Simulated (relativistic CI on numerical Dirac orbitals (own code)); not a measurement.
Ar8+: sensitivity of the levels to the model

Base calculation: Dirac-Coulomb-Breit CI, orbitals from a KLI potential per configuration, QED by a radiative potential, unscaled Slater integrals.

Configuration list (outside the closed core 1s2): 2s2 2p6, 2s2 2p5 3s, 2s2 2p5 3p, 2s2 2p5 3d, 2s 2p6 3s, 2s 2p6 3p, 2s2 2p5 4s, 2s2 2p5 4p, 2s2 2p5 4d, 2s2 2p5 4f, 2s 2p6 3d, 2s2 2p4 3s2, 2s2 2p4 3s 3p, 2s 2p6 4s, 2s2 2p4 3p2, 2s2 2p4 3s 3d. Levels of other configurations are missing.

Variants: (1) configuration mixing switched off. Shifts of the energy above 2s2 2p6 1S_0, in cm⁻¹, for the lowest level and the first level of each name with at least 55 % of one term (blank where a level changes its place among those of its configuration and J or its character, or is not in the variant):

| Level | Base | Δ(1) |
| --- | --- | --- |
| 2s2 2p6 1S_0 | 0 | 0 |
| 2s2 2p5 3s 3P°_2 | 2019015 | +194 |
| 2s2 2p5 3s 3P°_1 | 2025859 | +193 |
| 2s2 2p5 3s 3P°_0 | 2036885 | +236 |
| 2s2 2p5 3s 1P°_1 | 2044873 | +206 |
| 2s2 2p5 3p 3S_1 | 2141024 | +4802 |
| 2s2 2p5 3p 3D_3 | 2162274 | -137 |
| 2s2 2p5 3p 3D_2 | 2163322 | -101 |
| 2s2 2p5 3p 3D_1 | 2169298 | -348 |
| 2s2 2p5 3p 3P_2 | 2174787 | -398 |
| 2s2 2p5 3p 3P_0 | 2184951 | -703 |
| 2s2 2p5 3p 3P_1 | 2188720 | -456 |
| 2s2 2p5 3p 1S_0 | 2271643 | +7731 |
| 2s2 2p5 3d 3P°_0 | 2341618 | +586 |
| 2s2 2p5 3d 3P°_1 | 2343648 | +543 |
| 2s2 2p5 3d 3P°_2 | 2347888 | +401 |
| 2s2 2p5 3d 3F°_4 | 2351956 | -1296 |
| 2s2 2p5 3d 3F°_3 | 2355271 | -1280 |
| 2s2 2p5 3d 3F°_2 | 2360477 | -1273 |
| 2s2 2p5 3d 3D°_1 | 2374944 | -1003 |
| 2s2 2p5 3d 1P°_1 | 2411040 | +2757 |
| 2s 2p6 3s 3S_1 | 2642833 | +1471 |

At this charge configurations can still be misplaced by up to about 7 % of their energy.

Ionisation energy from the two ground configurations alone: base 420.93 eV. The NIST ASD value (semi-empirical) is 422.6 eV.

LS names give the leading component of a level, which can be under half, so a name can repeat, a term be missing and a line seem to break the LS rules.
